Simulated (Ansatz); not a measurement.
Born–Oppenheimer molecular dynamics of AlCl₂FH₂ (6 atoms, charge 0, multiplicity 1). It starts at the highest image of a converged band, a first-order saddle point between two minima.

The calculation used RKS B3LYP-D4/def2-SVP in Ansatz 0.2.0.

| Item | Value |
| --- | --- |
| ensemble | NVE (velocity Verlet) |
| time step | 0.5 fs |
| steps asked | 200 |
| starting velocities drawn for | 300 K |
| seed | 6385 |

First frame:

```xyz
6
Properties=species:S:1:pos:R:3
Al 0.015 -0.203 -0.018
H 0.016 0.085 1.637
Cl 1.829 0.167 -0.996
Cl -1.820 0.090 -0.982
F 0.050 -1.905 0.842
H 0.038 -1.133 1.589
```

(1) How far do the bonds stretch over the last three quarters of this one trajectory? (Pairs bonded in most of those frames.)

Results:

(1) 
```csv
bond,mean (Å),spread (Å),shortest,longest
Al1–Cl3,2.093,0.042,2.02,2.15
Al1–Cl4,2.087,0.034,2.03,2.14
Al1–F5,1.671,0.073,1.56,1.78
H2–H6,0.772,0.047,0.70,0.84
```

Mean temperature of the second half: 1739 K. The conserved energy stayed within 0.38 meV per atom of its start (net change -0.23 meV per atom), so the integration is sound. The kinetic energy rose, since the run started high on the potential surface and went downhill. It ends in pieces (AlCl2F + H2), so much of that is their flight and rotation, not heat. A run of 0.1 ps of so small a system gives no equilibrium averages. The orbitals stay closed-shell, which can raise the energy where a bond breaks towards radicals; this wasn't checked here.

Run time: 9.4 min on 1 thread of Arm Neoverse V1 (shared host), peak memory 0.17 GiB.
